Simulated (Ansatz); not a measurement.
Harmonic frequencies (cm⁻¹) at PBE0-D4/def2-TZVP from Ansatz: 76, 107, 195, 399, 527, 599, 658, 809, 885, 926, 950, 951, 972, 1043, 1083, 1132, 1349, 1424, 2227, 2230, 2234, 2602, 3060, 3126.

Each molecule was computed in one conformer, which needn't be the lowest.

Which molecule is it?
A. `BC[SiH2]F`
B. `FBC[SiH3]`
C. `B[SiH2]CF`
D. `BC(F)[SiH3]`

B.
